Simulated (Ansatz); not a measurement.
Reaction (redistribution): `[OH][GaH][Br]` + `O[SiH2][SiH2][SeH]` → `O[SiH2][GaH][OH]` + `[SeH][SiH2]Br`

Computed with Ansatz on PBE0-D4/def2-TZVP structures; ΔE is electronic, products minus reactants. CCSD(T)/CBS is the MP2 limit (def2-TZVPP, def2-QZVPP) plus CCSD(T) − MP2 in def2-TZVPP, frozen cores. Functionals use def2-TZVPP. B3LYP here is the variant with VWN-RPA as its local correlation; programs differ in this. For Br, Ga, Se outer-core shells are correlated without core-valence functions, which leaves a few kJ/mol of doubt a bond. Scalar relativity is left out up to krypton. Each species was taken in one conformer, which may not be the lowest.

| level | ΔE (eV) |
| --- | --- |
| ωB97M-V | 0.28 |
| B3LYP | 0.30 |

(1) What does CCSD(T)/CBS give? (An estimate is asked.)

Largest T1 diagnostic among the species: 0.014.

Results:

(1) Ansatz gave: +0.30 eV. The listed levels differ from it by -0.02, 0.00 eV.

From PBE to PBE0 (25 % exact exchange), in def2-TZVPP and without D4, ΔE moves by +0.04 eV. In def2-TZVPP, CCSD(T) changes the Hartree–Fock value by −0.10 eV (the triples alone add −0.00 eV) and MP2 by −0.13 eV.
